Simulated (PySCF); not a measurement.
H2O2S2W, multiplicity 1. Atoms are numbered in the order given.

```xyz
7

W      0.0000     0.0000     0.2374
O     -0.0277     1.4181     1.1968
O      0.0277    -1.4181     1.1968
S     -1.9669     0.0683    -1.0637
H     -1.9549    -1.2606    -1.3390
S      1.9669    -0.0683    -1.0637
H      1.9549     1.2606    -1.3390
```

Geometry: B3LYP-D3(BJ)/def2-SVP. The spin state was assumed, not searched. The structure was generated by enumeration; whether it is a known compound was not checked. The def2 effective core potentials stand for the cores of W; spin–orbit coupling is left out. One conformer was computed; it need not be the lowest.

The numbers are results of PBE/def2-TZVP (PySCF), not measurements.

ESP charges are fitted to the potential on shells at 1.4 to 2.0 van der Waals radii. Atomic charges (e):

| atom | ESP fit | Mulliken | Löwdin |
|---|---|---|---|
| W1 | ___ | 1.10 | 0.16 |
| O2 | ___ | -0.39 | -0.24 |
| O3 | ___ | -0.39 | -0.24 |
| S4 | ___ | -0.35 | 0.08 |
| H5 | ___ | 0.19 | 0.07 |
| S6 | ___ | -0.35 | 0.08 |
| H7 | ___ | 0.19 | 0.07 |

### Question
Some entries are withheld; supply them. (Estimate from the structure and the level; the computed values follow.)

### Answer

- W1, ESP fit: 0.70
- O2, ESP fit: -0.30
- O3, ESP fit: -0.30
- S4, ESP fit: -0.22
- H5, ESP fit: 0.18
- S6, ESP fit: -0.22
- H7, ESP fit: 0.18
